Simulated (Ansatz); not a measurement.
Zn₃Se₃ (the lowest singlet isomer of a short search) was relaxed with PBE-D4 (def2-SVP, def2-SVPD) in Ansatz in these states: charge -1 doublet, neutral singlet. The geometries follow in no particular order.

A:

```
atom   x (Å)   y (Å)   z (Å)
 Zn1   0.194   1.285   1.388
 Zn2  -0.624  -1.749   0.405
 Zn3   0.431   0.465  -1.793
 Se4  -0.592  -0.638   2.461
 Se5  -0.266  -1.764  -1.906
 Se6   0.858   2.402  -0.556
```

B:

Cartesian coordinates in Å:
```
Zn -1.5491 -0.3913 -0.3933
Zn 0.3946 1.5619 0.3295
Zn 1.1541 -1.1713 0.0648
Se -1.8519 1.8815 -0.1080
Se 2.4882 0.6296 0.6277
Se -0.6360 -2.5105 -0.5207
```

Q: Judge from the bond lengths which geometry belongs to which state (an estimate).

A: A is the charge -1 doublet (Zn1–Zn2 3.293 Å, Zn2–Zn3 3.293 Å, Zn1–Zn3 3.294 Å); B is the neutral singlet (Zn1–Zn2 2.849 Å, Zn2–Zn3 2.849 Å, Zn1–Zn3 2.851 Å).

These are the stationary points nearest to one start from a short search; other shapes may lie lower in each state.
